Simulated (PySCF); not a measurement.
Cd(F)(NH2) (CdFH2N), SMILES [NH2][Cd][F]. Atoms are numbered in the order given.

```xyz
5

Cd    -0.0202     0.0103     0.0000
F     -1.9691    -0.0208     0.0000
N      1.9903    -0.1388     0.0000
H      2.3798     0.3309    -0.8121
H      2.3798     0.3309     0.8121
```
Charge 0, spin multiplicity 1.

Geometry optimised at B3LYP-D3(BJ)/def2-TZVP. The def2 effective core potentials stand for the cores of Cd; spin–orbit coupling is left out. Other conformers were not sampled.

Method: PySCF with ωB97X/def2-TZVPD.

Isolated molecule, no solvent.

Computed frontier levels, gap, dipole moment and polarisability:
- highest occupied level: -9.98 eV
- lowest empty level: 0.39 eV
- orbital gap: 10.37 eV
- dipole moment: 2.83 D
- quadrupole, principal values (traceless, Buckingham form, about the centre of nuclear charge): -13.81, 5.21, 8.60 D·Å
- mean static polarisability: 38.3 bohr³ (5.68 Å³)
- polarisability, principal values: 31.0, 32.2, 51.8 bohr³
